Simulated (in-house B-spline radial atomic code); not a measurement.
## wB97X excitations of La³⁺

Method: wB97X. Computed with a B-spline radial code for spherical atoms: linear response of the closed shell [Kr] 4d10 5s2 5p6 with the functional's adiabatic kernel; scalar-relativistic (spin-free one-electron X2C), finite nucleus, no spin-orbit coupling, no double excitations, S, P, D and F terms only; shells from n = 3 respond. Only terms of natural parity with L up to 3 were computed.

Spin-orbit coupling is strong here, so these LS terms don't match observed levels.

Command:
```bash
python run_td.py task.json out
```
Settings (radii: box in bohr, nucleus in fm):
```
Z                        57
electrons                54
configuration            [Kr] 4d10 5s2 5p6
hamiltonian              x2c
method                   wb97x
box_radius               23.08
rms_radius               4.855
intervals                72
```

Time taken, with all properties: 7 s on 1 thread of Arm Neoverse N1, on a shared host.

The lowest states, in the order of their Tamm-Dancoff energies; the method's threshold (minus the highest occupied level) is 48.90 eV. Labels give the largest channel, * marks a mixed state, and oscillator strengths are full-response dipole values. Semilocal kernels can invert the small singlet-triplet splittings of Rydberg terms. Energies in eV:

```
      state  full response  Tamm-Dancoff  oscillator strength
 5p → 4f 3D         17.020        17.077                    -
 5p → 4f 1D         19.415        19.552                    -
 5p → 5d 3P         20.256        20.337                    -
 5p → 5d 3F         20.513        20.635                    -
 5p → 5d 1F         21.871        21.897                    -
 5p → 6s 3P         25.176        25.184                    -
 5p → 6s 1P         25.374        25.408                0.246
 5p → 5d 1P         26.218        27.051                 5.85
 5p → 6p 3S         29.057        29.074                    -
 5p → 6p 3D         29.564        29.575                    -
 5p → 6p 1D         29.683        29.695                    -
 5p → 6p 1S          30.80         30.91                    -
 5p → 6d 3P              ?             ?                    -
5p → 6d 3F*              ?             ?                    -
 5p → 6d 1F          35.33         35.33                    -
5s → 4f 3F*          35.43         35.44                    -
 5p → 7s 3P          35.59         35.59                    -
 5p → 7s 1P          35.70         35.71                0.134
 5p → 5f 3D          35.99         36.00                    -
 5p → 6d 1P          35.95         36.13                0.468
 5p → 5f 1D          36.28         36.29                    -
 5s → 4f 1F          36.35         36.37                    -
```

Question: Where does 5p → 6d 3P lie?

Answer: At 34.71 eV in full response, 34.73 eV in Tamm-Dancoff.

Question: Where does 5p → 6d 3F lie?

Answer: At 34.78 eV in full response, 34.82 eV in Tamm-Dancoff.

Question: How large is the singlet-triplet splitting of 5p → 4f (D terms) in Tamm-Dancoff?

Answer: 2.48 eV, from the unrounded values.

Question: What polarisabilities and dispersion coefficient does the method give?

Answer: Dipole 7.742 bohr³, quadrupole 28.41 bohr⁵, C6 49.66 hartree·bohr⁶ for two such species.
